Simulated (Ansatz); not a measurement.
A nudged elastic band was laid between two geometries of Cl3F2Ta + H4Si (11 atoms, charge 0, multiplicity 1).

Level of theory: RHF/def2-SVP in Ansatz.

```
movable images  : 5
climbing image  : yes
spring          : 5.0 eV/Å²
optimiser       : quadratic models (default)
start path      : through a guess of the saddle point
force threshold : 0.05 eV/Å
iteration limit : 60
end points      : relaxed
```

Initial state:

```xyz
11
Properties=species:S:1:pos:R:3
Ta -0.187 0.503 -0.009
F 1.607 0.999 -0.152
F 0.364 -0.398 1.530
Cl -0.296 0.757 -2.327
Cl -1.181 2.371 0.803
Cl -1.917 -1.064 -0.126
Si 1.528 -3.008 -1.392
H 1.149 -4.060 -0.428
H 0.761 -3.145 -2.647
H 2.981 -3.040 -1.661
H 1.203 -1.687 -0.791
```

Final state:

```xyz
11
Properties=species:S:1:pos:R:3
Ta -0.394 -0.484 -0.404
F 2.088 -0.080 -0.075
F -0.124 -1.258 1.286
Cl -0.135 0.278 -2.613
Cl -0.047 1.706 0.508
Cl -2.531 -1.257 -0.616
Si 1.064 -2.569 -1.286
H 1.550 -3.334 -0.116
H 0.145 -3.405 -2.096
H 2.197 -2.105 -2.112
H 2.199 0.736 0.322
```

What changes between the two ends?

Bonds broken: Si7–H11. Bonds formed: Ta1–Si7, F2–H11. Cl3F2Ta + H4Si becomes Cl3F2H4SiTa.

Give the energies along the band, and the barrier.

The forces met the threshold. The highest image is number 3 of 0 to 6, 2.53 eV above the first end and 0.94 eV above the last; the last end lies 1.59 eV above the first. Neighbouring images differ by up to 1.4 eV, so the band resolves the path poorly. A vibrational analysis at the climbing image gives one clearly imaginary mode, 1238i cm⁻¹: a first-order saddle point. The orbitals stay closed-shell, which can raise the energy where a bond breaks towards radicals; this wasn't checked here.

```
image  path coordinate (Å)  energy (eV)  Si7–H11 (Å)  Ta1–Si7 (Å)  F2–H11 (Å)
    0                 0.00         0.00         1.49         4.14        2.79
    1                 1.24         0.01         1.49         3.72        2.52
    2                 2.48         1.41         1.47         3.23        1.77
    3                 3.73         2.53         1.99         2.76        1.23
    4                 4.94         1.75         2.81         2.71        0.91
    5                 6.16         1.68         3.77         2.70        0.91
    6                 7.38         1.59         3.85         2.69        0.91
```

What is the geometry of the highest image?


```xyz
11
Properties=species:S:1:pos:R:3
Ta -0.299 -0.193 -0.217
F 1.746 0.068 -0.460
F 0.214 -0.951 1.425
Cl -0.516 0.334 -2.504
Cl -0.386 2.000 0.585
Cl -2.410 -1.099 -0.052
Si 0.908 -2.490 -1.144
H 1.213 -3.636 -0.262
H 0.897 -2.937 -2.552
H 2.444 -1.862 -1.161
H 2.201 -1.005 -0.859
```

Run time: 7.3 min on 4 threads of Arm Neoverse V1, on a shared host, peak memory 0.48 GiB.
